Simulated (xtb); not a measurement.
H9PSi3, charge +1, doublet, at a GFN2-xTB geometry (a state made from the parent by changing its charge; the spin is typed, not shown lowest); GFN1-xTB (xtb).

Input for xtb:
```
$ xtb mol.xyz --gfn 1 --chrg 1 --uhf 1 --grad --json

# file mol.xyz
13

Si    -0.76269209     1.81264430    -1.17752802
P      0.00471359    -0.00497380    -0.01293666
Si     2.25368306    -0.34757417     0.26066513
Si    -1.49382621    -1.46128209     0.92595130
H      0.46636718     2.48448747    -1.58733297
H     -1.56421063     2.52973589    -0.18929405
H     -1.53400354     1.21340005    -2.26357662
H      2.84356753     0.48195750    -0.78533161
H      2.39598724    -1.78812083     0.06958047
H      2.50046027     0.11265064     1.62515535
H     -0.71985620    -2.69107204     1.06320692
H     -2.57454756    -1.50552230    -0.05453140
H     -1.84477451    -0.81594199     2.18893598
```

Question: Write the output that xtb gives for this input, abridged.

Answer: 
```
   ID    Z sym.   atoms
    1   14 Si     1, 3, 4
    2   15 P      2
    3    1 H      5-13

           -------------------------------------------------
          |                Calculation Setup                |
           -------------------------------------------------

           -------------------------------------------------
          |                 G F N 1 - x T B                 |
           -------------------------------------------------

          ...................................................
          :                      SETUP                      :
          :.................................................:
          :  # basis functions                  58          :
          :  # atomic orbitals                  54          :
          :  # shells                           30          :
          :  # electrons                        25          :
          :  # halogen bonds                     0          :
          :  max. iterations                   250          :
          :  Hamiltonian                  GFN1-xTB          :
          :  restarted?                      false          :
          :  GBSA solvation                  false          :
          :  PC potential                    false          :
          :  electronic temp.          300.0000000     K    :
          :  accuracy                    1.0000000          :
          :  -> integral cutoff          0.2500000E+02      :
          :  -> integral neglect         0.1000000E-07      :
          :  -> SCF convergence          0.1000000E-05 Eh   :
          :  -> wf. convergence          0.2000000E-04 e    :
          :  Broyden damping             0.4000000          :
          :  net charge                          1          :
          :  unpaired electrons                  1          :
          ...................................................

 iter      E             dE          RMSdq      gap      omega  full diag
   1    -12.6118643 -0.126119E+02  0.515E+00    4.12       0.0  T
   2    -12.6135257 -0.166140E-02  0.321E+00    5.22       1.0  T
   3    -12.4031864  0.210339E+00  0.283E+00    3.19       1.0  T
   4    -12.6947187 -0.291532E+00  0.597E-01    4.37       1.0  T
   5    -12.7007093 -0.599067E-02  0.106E-01    4.60       1.0  T
   6    -12.7008969 -0.187569E-03  0.739E-02    4.53       1.0  T
   7    -12.7010565 -0.159568E-03  0.176E-02    4.56       1.6  T
   8    -12.7010636 -0.711421E-05  0.252E-03    4.57      11.0  T
   9    -12.7010636 -0.272994E-07  0.103E-03    4.57      26.9  T
  10    -12.7010636  0.131676E-07  0.103E-03    4.57      26.8  T
  11    -12.7010636 -0.268532E-07  0.212E-04    4.57     130.7  T
  12    -12.7010636 -0.934234E-09  0.205E-05    4.57    1352.7  T
  13    -12.7010636 -0.118998E-10  0.644E-06    4.57    4307.6  T

   *** convergence criteria satisfied after 13 iterations ***

         :::::::::::::::::::::::::::::::::::::::::::::::::::::
         ::                     SUMMARY                     ::
         :::::::::::::::::::::::::::::::::::::::::::::::::::::
         :: total energy             -12.605325710975 Eh    ::
         :: gradient norm              0.026471332493 Eh/a0 ::
         :: HOMO-LUMO gap              4.565811002882 eV    ::
         ::.................................................::
         :: SCC energy               -12.701063619003 Eh    ::
         :: -> electrostatic           0.086244909673 Eh    ::
         :: repulsion energy           0.101549431797 Eh    ::
         :: dispersion energy         -0.005811523769 Eh    ::
         :: halogen bond corr.         0.000000000000 Eh    ::
         :: add. restraining           0.000000000000 Eh    ::
         :: total charge               1.000000000000 e     ::
         :::::::::::::::::::::::::::::::::::::::::::::::::::::

           -------------------------------------------------
          |                Property Printout                |
           -------------------------------------------------

    * Orbital Energies and Occupations

         #    Occupation            Energy/Eh            Energy/eV
      -------------------------------------------------------------
         1        2.0000           -0.9277278             -25.2448
         2        2.0000           -0.8030731             -21.8527
         3        2.0000           -0.8029537             -21.8495
         4        2.0000           -0.7737701             -21.0554
         5        2.0000           -0.6359107             -17.3040
         6        2.0000           -0.6353785             -17.2895
         7        2.0000           -0.6334526             -17.2371
         8        2.0000           -0.6292215             -17.1220
         9        2.0000           -0.6284213             -17.1002
        10        2.0000           -0.6268632             -17.0578
        11        2.0000           -0.5994765             -16.3126
        12        2.0000           -0.5993460             -16.3090
        13        1.0000           -0.5692658             -15.4905 (HOMO)
        14                         -0.4014753             -10.9247 (LUMO)
        15                         -0.3950421             -10.7496
        16                         -0.3907016             -10.6315
        17                         -0.3714470             -10.1076
        18                         -0.3638272              -9.9002
        19                         -0.3582349              -9.7481
        20                         -0.3523106              -9.5869
        21                         -0.3421295              -9.3098
        22                         -0.3361935              -9.1483
        23                         -0.3166145              -8.6155
        24                         -0.3132282              -8.5234
       ...                                ...                  ...
        54                          1.2579087              34.2294
      -------------------------------------------------------------
                  HL-Gap            0.1677905 Eh            4.5658 eV
             Fermi-level           -0.5346894 Eh          -14.5496 eV

  Mulliken/CM5 charges         n(s)   n(p)   n(d)
     1Si    0.40611  0.14900   1.345  1.702  0.547
     2P    -0.00900 -0.01508   1.759  3.146  0.103
     3Si    0.40674  0.14959   1.346  1.700  0.547
     4Si    0.40490  0.14782   1.345  1.704  0.546
     5H    -0.02863  0.05801   1.029  0.000  0.000
     6H    -0.02073  0.06553   1.021  0.000  0.000
     7H    -0.01997  0.06626   1.020  0.000  0.000
     8H    -0.02720  0.05939   1.027  0.000  0.000
     9H    -0.02357  0.06284   1.024  0.000  0.000
    10H    -0.01773  0.06840   1.018  0.000  0.000
    11H    -0.02738  0.05921   1.027  0.000  0.000
    12H    -0.02523  0.06124   1.025  0.000  0.000
    13H    -0.01832  0.06779   1.018  0.000  0.000

Wiberg/Mayer (AO) data.
largest (>0.10) Wiberg bond orders for each atom

 ---------------------------------------------------------------------------
     #   Z sym  total        # sym  WBO       # sym  WBO       # sym  WBO
 ---------------------------------------------------------------------------
     1  14 Si   3.856 --     2 P    0.939     5 H    0.907     6 H    0.893
                             7 H    0.893
     2  15 P    3.125 --     4 Si   0.939     1 Si   0.939     3 Si   0.938
     3  14 Si   3.856 --     2 P    0.938     8 H    0.905     9 H    0.899
                            10 H    0.888
     4  14 Si   3.858 --     2 P    0.939    11 H    0.904    12 H    0.901
                            13 H    0.889
     5   1 H    0.991 --     1 Si   0.907
     6   1 H    0.992 --     1 Si   0.893
     7   1 H    0.991 --     1 Si   0.893
     8   1 H    0.991 --     3 Si   0.905
     9   1 H    0.991 --     3 Si   0.899
    10   1 H    0.992 --     3 Si   0.888
    11   1 H    0.991 --     4 Si   0.904
    12   1 H    0.991 --     4 Si   0.901
    13   1 H    0.992 --     4 Si   0.889
 ---------------------------------------------------------------------------

Topologies differ in total number of bonds
Writing topology from bond orders to xtbtopo.mol

 dipole moment from electron density (au)
     X       Y       Z
  -0.0331   0.0255   0.0676  total (Debye):    0.202

           -------------------------------------------------
          | TOTAL ENERGY              -12.605325710975 Eh   |
          | GRADIENT NORM               0.026471332493 Eh/α |
          | HOMO-LUMO GAP               4.565811002882 eV   |
           -------------------------------------------------

normal termination of xtb
```
